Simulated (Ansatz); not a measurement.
Ansatz (a quantum-chemistry and plane-wave program) input:
A basis named .json is the Basis Set Exchange file of that set.

Ansatz 0.2 input:
```yaml
crystal:
  periodic: [false, false, false]
  atoms:
    - {symbol: Si, position_ang: [-0.07378694, -0.08564758, 0.14609279]}
    - {symbol: C, position_ang: [1.49730711, -0.94752487, -0.49502644]}
    - {symbol: C, position_ang: [-1.07459736, 0.31827989, -1.45216833]}
    - {symbol: N, position_ang: [-0.75242336, -1.02717729, 1.32085553]}
    - {symbol: N, position_ang: [0.47966914, 1.58037693, 0.56999262]}
    - {symbol: H, position_ang: [2.21249321, -1.07475014, 0.32283302]}
    - {symbol: H, position_ang: [1.98392050, -0.36390307, -1.28274161]}
    - {symbol: H, position_ang: [1.26377533, -1.94137636, -0.88779271]}
    - {symbol: H, position_ang: [-2.00980388, 0.83327768, -1.20401892]}
    - {symbol: H, position_ang: [-1.34235138, -0.60680990, -1.97127102]}
    - {symbol: H, position_ang: [-0.51619253, 0.95095414, -2.15313864]}
    - {symbol: H, position_ang: [-1.60906696, -0.67853294, 1.74317195]}
    - {symbol: H, position_ang: [0.57959754, 1.67662494, 1.57439476]}
    - {symbol: H, position_ang: [-0.15633386, 2.30665412, 0.26049587]}
basis:
  gaussian:
    orbitals: aug-cc-pV_D+d_Z.json
total_charge: -1
magnetization: {spin_polarized: false}
correlation: {method: ccsd_t, electrons: outside_noble_gas}
output: {forces: true}
```

Problem. What final total energy does it print?

Solution. -479.76351 Eh (CCSD(T)/aug-cc-pV(D+d)Z). The basis has 205 functions.

It need not be the lowest isomer of its formula. Whether it binds its extra electron was not tested at this geometry.
